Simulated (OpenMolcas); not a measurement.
**Te+: effect of the active space**

```
Program             : OpenMolcas
Method              : CASSCF or its RAS form
Basis               : ANO-RCC-VQZP
Scalar Hamiltonian  : DKH2, point nucleus
Spin-orbit coupling : state interaction with AMFI integrals over the reference wave functions, term energies averaged over their components
```

A. 3 electrons in 3 orbitals (5p); 2S+1 = 4 odd, 1 root; 2S+1 = 2 odd, 8 roots; cost of the order of 4 core-seconds
B. 5 electrons in 4 orbitals (5s 5p); 2S+1 = 4 odd, 1 root; 2S+1 = 2 odd, 8 roots; 2S+1 = 4 even, 3 roots; 2S+1 = 2 even, 9 roots; cost roughly 17 core-seconds
C. 5 electrons in 8 orbitals (5s 5p 6s 6p); 2S+1 = 4 odd, 1 root; 2S+1 = 2 odd, 8 roots; 2S+1 = 4 even, 3 roots; 2S+1 = 2 even, 6 roots; cost about 30 core-seconds
D. 3 electrons in 9 orbitals (RAS2 5p; RAS3 5d 6s, at most 1 electron); 2S+1 = 4 odd, 1 root; 2S+1 = 2 odd, 8 roots; 2S+1 = 4 even, 18 roots; 2S+1 = 2 even, 54 roots; cost of the order of 50 core-seconds
E. 5 electrons in 9 orbitals (RAS2 5s 5p; RAS3 5d, at most 2 electrons); 2S+1 = 4 odd, 1 root; 2S+1 = 2 odd, 8 roots; 2S+1 = 4 even, 3 roots; 2S+1 = 2 even, 8 roots; cost about 30 core-seconds

Energies in cm⁻¹ above 5s² 5p³ ⁴S°_3/2, the measured ground level; measured values from NIST Handbook of Basic Atomic Spectroscopic Data.

```csv
Level,A,B,C,D,E,Measured
5s² 5p³ ⁴S°_3/2,0.0,0.0,0.0,0.0,0.0,0.0
5s² 5p³ ²D°_3/2,14465,14029,13685,14465,13625,10222
5s² 5p³ ²D°_5/2,16163,16271,16005,16163,15480,12422
5s² 5p³ ²P°_1/2,26339,22672,22075,26339,23899,20547
5s² 5p³ ²P°_3/2,28755,25613,25069,28755,26431,24032
```

Deviations, from unrounded energies. A percentage is the sum of absolute deviations over the sum of measured energies, with the sign that they share, or ± where signs differ.

| Against measurement | Levels | A | B | C | D | E |
| --- | --- | --- | --- | --- | --- | --- |
| mean absolute deviation (cm-1) | 4 | 4600 | 2800 | 2400 | 4600 | 3100 |
| other terms of the ground configuration (%) | 4 | +27.5 | +16.9 | +14.3 | +27.5 | +18.2 |

C lies closest to measurement on these levels and A furthest from it. The largest miss of C in the table is 5s² 5p³ ²D°_5/2, by +3600 cm-1. The ranking rests on the paired levels alone, and a cruder setting can come out closer through cancelling errors.

Among A to E the level of the table that moves most is 5s² 5p³ ²P°_1/2, by 4300 cm-1 (lowest in C, highest in A).

With the s shell closed, the reference lacks s² → p² mixing (holds for A; D). Active for correlation alone: 6p 6s; no level in the range computed is led by a configuration that fills them, so any true level of that kind is missing (holds for C). The run also gave levels led by 5s² 5p² 5d, which use shells meant for correlation; these and all levels above them are left out (holds for E). Measured partners are found by configuration, term and J. A level has none where our copy of the source lacks it or the pairing is in doubt (some pairs that miss far off the trend of their configuration count as doubtful), and it then counts in no deviation. Only configurations of the active space appear. Levels that lie high or do not pair safely by name in every column are left out.

° marks odd parity.
